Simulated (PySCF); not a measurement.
# Worked example: oscillator strength and radiative lifetime

C₃H₈BN, SMILES C(=C)B(C)N.

The structure is a stationary point at B3LYP-D3(BJ)/def2-SVP. The structure was generated by enumeration, and PubChem lists no compound with its InChIKey, so it may never have been made. Other conformers were not sampled.

TDA-PBE/def2-SVPD run with PySCF puts the first singlet state with f over 0.02 at 5.77 eV (vertical), with the transition dipole (0.110, 0.493, 0.609) in atomic units.

Find the oscillator strength, the wavelength and the radiative lifetime that this transition would have in vacuum if emission retraced absorption.


|μ|² = 0.6260 au, so |μ| = 2.01 D. ΔE = 5.77/27.211 = 0.2120 hartree. f = (2/3) ΔE |μ|² = 0.088 (the program prints 0.088).
λ = 1239.84/5.77 = 215 nm; ν = 46538 cm⁻¹.
Einstein's coefficient A = 0.6670 ν² f s⁻¹ (ν in cm⁻¹) = 1.3e8 s⁻¹, so τ = 1/A = 7.8 ns. This state is S1. The figure is the radiative limit of this one transition; relaxation, internal conversion, crossing to triplets and a medium change what is measured.
